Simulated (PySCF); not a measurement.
PySCF input:

```python
from pyscf import gto, scf, dft

mol = gto.M(
    atom='''
    C     1.18542969   -0.38450131   -0.18488548
    C     0.01177011    0.02005974    0.00595913
    O    -1.17207120    0.27784900    0.14939956
    H     2.19337076   -0.03614256   -0.12163843
    ''',
    basis='def2-tzvpd',
    charge=-1,
    spin=0,
    verbose=4,
)

mf = scf.RHF(mol).density_fit(auxbasis='def2-universal-jkfit')
mf.conv_tol = 1e-9
mf.max_cycle = 100
mf.max_memory = 1500
mf.kernel()
if not mf.converged:
    mf = mf.newton()
    mf.kernel(mf.make_rdm1())
mf.analyze()
```

### Question
What final total energy does it print?

### Answer
-151.18131 Eh (HF/def2-TZVPD).

It need not be the lowest isomer of its formula. Whether it binds its extra electron was not tested at this geometry.
